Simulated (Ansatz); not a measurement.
Relaxation of the cluster B8H14 with RKS r2SCAN-D4/def2-SVP.

```sh
$ ansatz run in.yaml --threads 4 --pin off --events-out ev --progress --plain --max-ram 4787MiB
```

```yaml
crystal:
  periodic: [false, false, false]
  atoms:
    - {symbol: B, position_ang: [-1.742250, -0.132360, 0.266860]}
    - {symbol: B, position_ang: [-0.842380, 1.199160, 0.700730]}
    - {symbol: B, position_ang: [1.060940, 0.707990, 0.540830]}
    - {symbol: B, position_ang: [-0.517180, -1.419510, 0.383750]}
    - {symbol: B, position_ang: [-2.051810, -1.787360, -0.463720]}
    - {symbol: B, position_ang: [0.986930, -0.975000, -0.191690]}
    - {symbol: B, position_ang: [0.253290, 2.027830, -0.436480]}
    - {symbol: B, position_ang: [2.451400, 0.034070, -0.391470]}
    - {symbol: H, position_ang: [-0.964720, -2.529620, -0.253050]}
    - {symbol: H, position_ang: [0.708570, 3.082220, -0.131540]}
    - {symbol: H, position_ang: [-2.895580, 0.154840, 0.113000]}
    - {symbol: H, position_ang: [2.621860, 0.294240, -1.535230]}
    - {symbol: H, position_ang: [-2.932120, -2.348640, 0.092110]}
    - {symbol: H, position_ang: [1.520040, -1.866330, -0.796260]}
    - {symbol: H, position_ang: [-0.982970, 1.674870, 1.783270]}
    - {symbol: H, position_ang: [1.172690, 0.531000, 1.716920]}
    - {symbol: H, position_ang: [-0.497060, -1.720900, 1.544710]}
    - {symbol: H, position_ang: [2.248290, 1.225280, 0.234280]}
    - {symbol: H, position_ang: [-2.149990, -1.598450, -1.631110]}
    - {symbol: H, position_ang: [0.271960, 1.734930, -1.587440]}
    - {symbol: H, position_ang: [3.351720, -0.451680, 0.209370]}
    - {symbol: H, position_ang: [-1.071640, 2.163410, -0.167830]}
basis:
  gaussian: {orbitals: def2-SVP}
hamiltonian: {xc: r2scan, dispersion: d4}
scf: {lower_state_search: "off"}
output: {orbitals: {seedname: orbitals}}
relax: {f_tol: 0.02, max_steps: 100}
```

Hardware: 4 threads of Arm Neoverse V1 on a shared host. Wall time 48 s.

Positions (Å) and forces (eV/Å) at steps 1, 2, 3, 4, 5, 6, 7, 8, 9, 10, 13 of 13:

```xyz
22
step=1 energy=-5627.8310 eV
B    -1.742   -0.132    0.267   -0.016   -0.936   -0.281
B    -0.842    1.199    0.701    1.191    0.332   -0.071
B     1.061    0.708    0.541    0.373   -0.756   -0.676
B    -0.517   -1.420    0.384   -1.081    0.204   -0.589
B    -2.052   -1.787   -0.464    0.807    0.643    0.777
B     0.987   -0.975   -0.192    0.542    0.546    0.092
B     0.253    2.028   -0.436   -0.813   -0.316    0.304
B     2.451    0.034   -0.391   -1.069   -0.008    0.296
H    -0.965   -2.530   -0.253    0.050    0.098    0.077
H     0.709    3.082   -0.132    0.206    0.421    0.218
H    -2.896    0.155    0.113   -0.242   -0.064   -0.265
H     2.622    0.294   -1.535    0.001    0.114   -0.540
H    -2.932   -2.349    0.092   -0.404   -0.289    0.318
H     1.520   -1.866   -0.796    0.304    0.038   -0.160
H    -0.983    1.675    1.783   -0.152    0.149    0.367
H     1.173    0.531    1.717   -0.137   -0.075    0.359
H    -0.497   -1.721    1.545    0.097    0.001    0.448
H     2.248    1.225    0.234   -0.177    0.142    0.081
H    -2.150   -1.598   -1.631   -0.018    0.204   -0.587
H     0.272    1.735   -1.587    0.013   -0.205   -0.468
H     3.352   -0.452    0.209    0.358   -0.235    0.384
H    -1.072    2.163   -0.168    0.167   -0.007   -0.083
22
step=2 energy=-5628.0314 eV
B    -1.740   -0.128    0.253   -0.111   -0.498   -0.278
B    -0.807    1.188    0.735    0.625    0.186   -0.043
B     1.056    0.667    0.535    0.145   -0.412   -0.313
B    -0.519   -1.393    0.382   -0.595    0.022   -0.134
B    -2.045   -1.766   -0.433    0.371    0.455    0.261
B     1.006   -0.980   -0.209    0.168    0.259   -0.019
B     0.238    1.998   -0.436   -0.527   -0.014    0.164
B     2.436    0.038   -0.400   -0.454   -0.010    0.205
H    -0.960   -2.512   -0.228    0.024    0.020    0.055
H     0.717    3.056   -0.119    0.089    0.115    0.006
H    -2.884    0.156   -0.041    0.145   -0.075    0.077
H     2.593    0.302   -1.561    0.024    0.068   -0.113
H    -2.930   -2.337    0.143   -0.152   -0.039    0.083
H     1.589   -1.828   -0.844    0.030    0.066    0.014
H    -0.992    1.675    1.820   -0.021    0.027    0.081
H     1.123    0.467    1.723   -0.020   -0.004    0.072
H    -0.473   -1.650    1.568    0.072   -0.061    0.085
H     2.220    1.227    0.240   -0.103    0.079    0.104
H    -2.151   -1.548   -1.613    0.009   -0.088   -0.196
H     0.249    1.679   -1.595    0.000   -0.061   -0.106
H     3.339   -0.452    0.225    0.122   -0.072    0.078
H    -1.067    2.140   -0.144    0.160    0.034   -0.084
22
step=3 energy=-5628.0921 eV
B    -1.716   -0.134    0.234   -0.094    0.103    0.062
B    -0.760    1.188    0.742    0.057   -0.044    0.096
B     1.043    0.641    0.526   -0.013   -0.005    0.006
B    -0.531   -1.395    0.382    0.038   -0.130    0.033
B    -2.038   -1.745   -0.426   -0.054    0.011   -0.072
B     0.997   -0.972   -0.223   -0.010   -0.086   -0.022
B     0.225    1.995   -0.449   -0.119    0.083   -0.014
B     2.411    0.048   -0.387    0.101    0.013   -0.033
H    -0.972   -2.516   -0.207    0.020    0.002    0.041
H     0.734    3.053   -0.146   -0.004   -0.061   -0.078
H    -2.861    0.142   -0.052    0.148    0.010   -0.014
H     2.575    0.341   -1.549    0.046   -0.010    0.076
H    -2.947   -2.286    0.161    0.034    0.022   -0.061
H     1.606   -1.795   -0.869   -0.037    0.061    0.020
H    -0.953    1.672    1.834   -0.024   -0.008   -0.070
H     1.086    0.430    1.719   -0.010    0.019   -0.051
H    -0.455   -1.656    1.573    0.010    0.035   -0.076
H     2.192    1.234    0.269   -0.065   -0.026    0.071
H    -2.122   -1.583   -1.630   -0.032   -0.038    0.100
H     0.222    1.650   -1.609    0.007    0.012    0.057
H     3.318   -0.454    0.242   -0.028    0.013   -0.066
H    -1.055    2.142   -0.135    0.030    0.023   -0.006
22
step=4 energy=-5628.1041 eV
B    -1.705   -0.132    0.243    0.018    0.058    0.015
B    -0.750    1.188    0.754   -0.025   -0.039    0.088
B     1.037    0.632    0.524   -0.010    0.078   -0.001
B    -0.528   -1.403    0.380    0.060   -0.077    0.052
B    -2.038   -1.740   -0.420   -0.075   -0.005   -0.118
B     0.998   -0.973   -0.231   -0.047   -0.058   -0.028
B     0.209    1.992   -0.453    0.000    0.024   -0.033
B     2.414    0.051   -0.381    0.075    0.043   -0.041
H    -0.978   -2.521   -0.198    0.012    0.004    0.029
H     0.734    3.048   -0.177   -0.013   -0.045   -0.046
H    -2.831    0.161   -0.081    0.033   -0.002    0.016
H     2.596    0.360   -1.535    0.019   -0.004    0.055
H    -2.952   -2.275    0.164    0.024    0.034   -0.015
H     1.607   -1.780   -0.893   -0.020    0.017    0.004
H    -0.955    1.678    1.839    0.004   -0.002   -0.029
H     1.070    0.418    1.715   -0.020    0.004   -0.020
H    -0.441   -1.657    1.570    0.006    0.000   -0.042
H     2.185    1.229    0.290   -0.013   -0.024    0.042
H    -2.129   -1.589   -1.622   -0.007   -0.035    0.066
H     0.197    1.632   -1.608   -0.006   -0.003    0.031
H     3.318   -0.461    0.242   -0.036    0.005   -0.021
H    -1.059    2.142   -0.122    0.023    0.027   -0.004
22
step=5 energy=-5628.1157 eV
B    -1.685   -0.130    0.255    0.067   -0.005    0.019
B    -0.738    1.190    0.774   -0.054   -0.010    0.057
B     1.028    0.629    0.523    0.016    0.091   -0.037
B    -0.520   -1.416    0.373    0.017    0.016    0.008
B    -2.040   -1.730   -0.419   -0.050   -0.003   -0.050
B     0.996   -0.968   -0.251   -0.016   -0.030   -0.007
B     0.191    1.975   -0.471    0.077   -0.051   -0.024
B     2.420    0.063   -0.367    0.011    0.057   -0.026
H    -0.988   -2.528   -0.191    0.009    0.000   -0.008
H     0.739    3.030   -0.246   -0.026   -0.021   -0.012
H    -2.800    0.178   -0.084   -0.038   -0.014   -0.007
H     2.637    0.401   -1.505   -0.011    0.006    0.035
H    -2.962   -2.246    0.169    0.014   -0.001    0.031
H     1.604   -1.752   -0.939   -0.003   -0.003   -0.019
H    -0.948    1.693    1.851    0.014    0.011    0.002
H     1.033    0.402    1.712   -0.024   -0.007    0.000
H    -0.414   -1.672    1.559   -0.006   -0.019    0.007
H     2.181    1.224    0.337    0.038   -0.032    0.003
H    -2.139   -1.598   -1.619    0.013    0.005   -0.005
H     0.153    1.580   -1.613   -0.030   -0.014    0.009
H     3.308   -0.474    0.257   -0.024   -0.015    0.029
H    -1.059    2.146   -0.104    0.006    0.038   -0.005
22
step=6 energy=-5628.1316 eV
B    -1.658   -0.125    0.294    0.115   -0.025   -0.048
B    -0.719    1.202    0.810   -0.057    0.004    0.045
B     1.019    0.631    0.524    0.044    0.084   -0.043
B    -0.505   -1.430    0.358   -0.012    0.075   -0.003
B    -2.043   -1.707   -0.418   -0.025   -0.015    0.023
B     0.996   -0.950   -0.286    0.060    0.014   -0.053
B     0.161    1.926   -0.514    0.118   -0.076   -0.036
B     2.436    0.084   -0.327   -0.001    0.099   -0.041
H    -0.991   -2.523   -0.215   -0.001    0.012   -0.035
H     0.745    2.985   -0.397   -0.081   -0.117    0.003
H    -2.761    0.196   -0.069   -0.090   -0.041    0.013
H     2.718    0.475   -1.436   -0.043   -0.021    0.085
H    -2.957   -2.217    0.186   -0.001   -0.013    0.048
H     1.592   -1.686   -1.038   -0.017    0.021    0.032
H    -0.923    1.737    1.872    0.016    0.016    0.011
H     0.962    0.378    1.709   -0.037    0.010   -0.025
H    -0.370   -1.718    1.531   -0.015   -0.020    0.034
H     2.189    1.215    0.427    0.047   -0.076   -0.044
H    -2.168   -1.579   -1.612    0.026    0.039   -0.056
H     0.050    1.459   -1.629   -0.029    0.014    0.085
H     3.281   -0.508    0.309   -0.044   -0.023    0.023
H    -1.053    2.156   -0.078    0.027    0.040   -0.018
22
step=7 energy=-5628.1465 eV
B    -1.635   -0.117    0.330    0.036   -0.031   -0.042
B    -0.706    1.215    0.848    0.010    0.003   -0.018
B     1.014    0.638    0.527    0.076    0.077   -0.052
B    -0.487   -1.429    0.333   -0.028    0.081    0.004
B    -2.045   -1.678   -0.421   -0.002   -0.013    0.075
B     1.001   -0.920   -0.327    0.122    0.022   -0.042
B     0.131    1.856   -0.559    0.100   -0.012   -0.052
B     2.457    0.107   -0.285    0.056    0.074   -0.003
H    -0.984   -2.501   -0.262   -0.005    0.023   -0.045
H     0.752    2.911   -0.560   -0.197   -0.285    0.004
H    -2.750    0.195   -0.012   -0.054   -0.044    0.013
H     2.803    0.549   -1.361   -0.086   -0.081    0.173
H    -2.942   -2.199    0.200    0.006   -0.022    0.026
H     1.595   -1.619   -1.120   -0.073    0.083    0.066
H    -0.901    1.790    1.892    0.028   -0.011   -0.004
H     0.886    0.361    1.705   -0.026    0.029   -0.088
H    -0.329   -1.752    1.495   -0.029   -0.027    0.002
H     2.205    1.202    0.518   -0.004   -0.113   -0.085
H    -2.199   -1.527   -1.608    0.030    0.045   -0.051
H    -0.068    1.309   -1.638    0.008    0.105    0.238
H     3.246   -0.558    0.361   -0.083    0.060   -0.043
H    -1.043    2.167   -0.054    0.117    0.038   -0.077
22
step=8 energy=-5628.1625 eV
B    -1.634   -0.113    0.355    0.032   -0.010   -0.046
B    -0.697    1.218    0.863    0.028    0.023    0.002
B     1.018    0.647    0.528    0.097    0.042   -0.031
B    -0.482   -1.422    0.321    0.021    0.026    0.025
B    -2.046   -1.659   -0.425    0.008   -0.034    0.040
B     1.008   -0.901   -0.332    0.027    0.053   -0.100
B     0.120    1.807   -0.583   -0.014    0.002   -0.035
B     2.472    0.116   -0.255    0.056    0.047   -0.010
H    -0.974   -2.476   -0.310   -0.011    0.034   -0.021
H     0.746    2.855   -0.651   -0.168   -0.264    0.015
H    -2.762    0.185    0.041   -0.031   -0.021    0.018
H     2.836    0.558   -1.322   -0.051   -0.051    0.152
H    -2.928   -2.208    0.194    0.012   -0.007   -0.005
H     1.582   -1.569   -1.162   -0.024    0.037    0.105
H    -0.875    1.812    1.899   -0.004    0.000   -0.024
H     0.856    0.374    1.704   -0.011    0.017   -0.081
H    -0.324   -1.785    1.474   -0.022    0.002   -0.011
H     2.217    1.206    0.545   -0.056   -0.103   -0.057
H    -2.211   -1.472   -1.608    0.015    0.035   -0.005
H    -0.130    1.221   -1.632    0.043    0.115    0.223
H     3.237   -0.564    0.405   -0.078    0.043   -0.075
H    -1.029    2.169   -0.050    0.132    0.013   -0.081
22
step=9 energy=-5628.1781 eV
B    -1.636   -0.103    0.391   -0.079    0.015   -0.025
B    -0.688    1.226    0.886    0.083   -0.006   -0.003
B     1.023    0.659    0.527    0.027   -0.005   -0.028
B    -0.471   -1.399    0.299   -0.004   -0.097    0.031
B    -2.044   -1.627   -0.430    0.006   -0.052   -0.051
B     1.008   -0.857   -0.360    0.057   -0.036    0.075
B     0.104    1.726   -0.610   -0.158    0.059    0.020
B     2.488    0.133   -0.224    0.031   -0.102    0.071
H    -0.951   -2.425   -0.389   -0.039    0.067    0.036
H     0.732    2.751   -0.772   -0.042   -0.074   -0.014
H    -2.792    0.166    0.144    0.062    0.008    0.026
H     2.878    0.594   -1.264    0.019   -0.001   -0.032
H    -2.899   -2.235    0.176    0.023    0.045   -0.061
H     1.605   -1.537   -1.160   -0.053    0.067   -0.020
H    -0.854    1.859    1.901   -0.007   -0.007   -0.034
H     0.808    0.380    1.691   -0.002   -0.002   -0.009
H    -0.314   -1.813    1.438    0.012    0.021   -0.080
H     2.231    1.201    0.582   -0.089    0.019    0.009
H    -2.229   -1.365   -1.601   -0.002   -0.024    0.099
H    -0.208    1.087   -1.605    0.043    0.062    0.079
H     3.213   -0.588    0.432    0.015    0.056   -0.026
H    -1.003    2.168   -0.054    0.100   -0.014   -0.065
22
step=10 energy=-5628.1312 eV rejected
B    -1.636   -0.101    0.431    0.236    0.145   -0.026
B    -0.636    1.212    0.939   -0.156   -0.281   -0.080
B     1.016    0.642    0.478   -0.135    0.346    0.218
B    -0.463   -1.426    0.306    0.050    0.265    0.044
B    -2.016   -1.603   -0.453   -0.240    0.060    0.042
B     1.022   -0.867   -0.338   -0.124   -0.030   -0.221
B     0.034    1.669   -0.630    0.186   -0.231   -0.026
B     2.522    0.123   -0.187   -0.132    0.203   -0.091
H    -0.954   -2.417   -0.416   -0.007   -0.056    0.001
H     0.679    2.643   -0.932    0.028    0.119    0.092
H    -2.781    0.234    0.234    0.022   -0.104   -0.017
H     2.935    0.585   -1.223   -0.035   -0.012    0.072
H    -2.921   -2.207    0.070    0.045   -0.038    0.062
H     1.612   -1.486   -1.184    0.100   -0.145    0.048
H    -0.811    1.885    1.927    0.054   -0.063   -0.001
H     0.758    0.389    1.641   -0.078    0.023    0.167
H    -0.294   -1.851    1.431   -0.025   -0.107    0.025
H     2.149    1.241    0.578    0.467   -0.093   -0.106
H    -2.174   -1.264   -1.600    0.036    0.008   -0.100
H    -0.323    0.978   -1.566   -0.178    0.014   -0.040
H     3.258   -0.560    0.494   -0.079   -0.002    0.027
H    -0.975    2.181    0.000   -0.036   -0.025   -0.090
22
step=13 energy=-5628.1858 eV
B    -1.631   -0.102    0.401    0.001    0.003    0.004
B    -0.670    1.217    0.902    0.003   -0.012    0.005
B     1.025    0.661    0.516    0.005    0.007   -0.002
B    -0.469   -1.409    0.301   -0.002    0.002   -0.001
B    -2.040   -1.617   -0.437   -0.007   -0.002   -0.001
B     1.012   -0.859   -0.350    0.000   -0.002    0.003
B     0.080    1.705   -0.615    0.000   -0.005   -0.002
B     2.499    0.129   -0.212   -0.002   -0.004    0.002
H    -0.960   -2.421   -0.396    0.000    0.000    0.001
H     0.711    2.718   -0.816   -0.001    0.000    0.001
H    -2.781    0.187    0.170    0.002    0.000   -0.005
H     2.893    0.586   -1.254   -0.001    0.001    0.000
H    -2.910   -2.221    0.144    0.003    0.000   -0.002
H     1.608   -1.521   -1.162    0.001    0.001   -0.001
H    -0.843    1.863    1.906    0.001   -0.001   -0.003
H     0.790    0.391    1.681   -0.003    0.002    0.004
H    -0.305   -1.840    1.428    0.001    0.002   -0.002
H     2.216    1.214    0.577    0.001    0.000    0.000
H    -2.215   -1.333   -1.601    0.000    0.001    0.003
H    -0.250    1.055   -1.592   -0.002    0.004    0.001
H     3.232   -0.570    0.454   -0.001    0.001   -0.001
H    -0.993    2.167   -0.044   -0.001    0.002   -0.004
```

Another isomer (singlet) lies 2.89 eV lower at PBE0-D4/def2-TZVP; other spin states weren't run for this one.
